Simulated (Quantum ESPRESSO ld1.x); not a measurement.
Task: Radial electron density D(r) = 4 pi r^2 rho(r) of an atom or ion with 56 electrons. All-electron calculation, scalar-relativistic Kohn-Sham, LDA (Slater exchange, Perdew-Zunger correlation), spin-unpolarised, spherical densities, point nucleus. Program: ld1.x of Quantum ESPRESSO 7.5.

r (bohr)  D(r) (e/bohr)
0.001224          3.402
0.001659          5.642
0.002267          9.313
0.003097          14.99
0.004197          23.08
0.005734          34.33
0.007833          47.99
0.01062           61.42
0.0145            71.21
0.01981           72.84
0.02685           67.44
0.03669           64.45
0.05012           75.29
0.06792           92.52
0.0928            91.97
0.1268            73.21
0.1718            72.73
0.2347            81.33
0.3207            54.35
0.4346            28.90
0.5937            32.66
0.8111            25.31
1.099             11.61
1.502             7.259
2.052             4.389
2.781             1.647
3.799            0.7307
5.19             0.4332
7.033            0.1454
9.609           0.01829
13.13         0.0007038

What is the nuclear charge?

Result: Z = 56. The innermost maximum, from 1s, lies near gamma/Z bohr with gamma = sqrt(1 - (Z/c)^2) = 0.913, here 0.0163 bohr (found: 0.0179), and its height grows with Z. The density is that of neutral barium in [Xe] 6s2; the configuration itself is not fixed sharply by these data, and Z only to a few units. D(r) has 4 maxima, at r = 0.0179, 0.0791, 0.224, 0.628 bohr, and minima at 0.0344, 0.148, 0.463 bohr, inside which lie 1.96, 11.15, 29.01 electrons.
